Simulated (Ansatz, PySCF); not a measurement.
C3H5BO2, SMILES OB1C=COC1.

Coordinates come from a B3LYP-D3(BJ)/def2-SVP optimisation. The structure was generated by enumeration, and PubChem lists no compound with its InChIKey, so it may never have been made. Other conformers were not sampled.

Vertical ionisation energy (IE) and electron affinity (EA) in eV. Rows of orbital energies are one-electron estimates. Where ΔSCF, EOM or ADC give a negative EA the extra electron is unbound and the value depends on the basis.

```json
[
 {"level": "−ε(HOMO), −ε(LUMO), M06-2X/def2-TZVP (PySCF)", "IE": "8.07", "EA": "-0.43"},
 {"level": "−ε(HOMO), −ε(LUMO), PBE/def2-TZVP (PySCF)", "IE": "5.65", "EA": "1.39"},
 {"level": "ΔSCF, PBE0/def2-TZVPD (Ansatz), final states of multiplicity 2 and 2", "IE": "8.96", "EA": "-0.67"},
 {"level": "ΔSCF, PBE/def2-TZVPD (Ansatz), final states of multiplicity 2 and 2", "IE": "(withheld)", "EA": "(withheld)"}
]
```

Problem. Complete the blanks. (An estimate is asked for; the answer gives what the named calculation found.)

Solution. 
- ΔSCF, PBE/def2-TZVPD (Ansatz, an electronic-structure program), final states of multiplicity 2 and 2, IE: 8.87
- ΔSCF, PBE/def2-TZVPD (Ansatz), final states of multiplicity 2 and 2, EA: -0.58

Problem. What vertical singlet–triplet gap does ΔSCF give with PBE0/def2-TZVPD (Ansatz) and with PBE/def2-TZVPD (Ansatz)? (Estimate from the structure and the level; the computed values follow.)

Solution. 3.75 and 3.76 eV (triplet above singlet where positive).
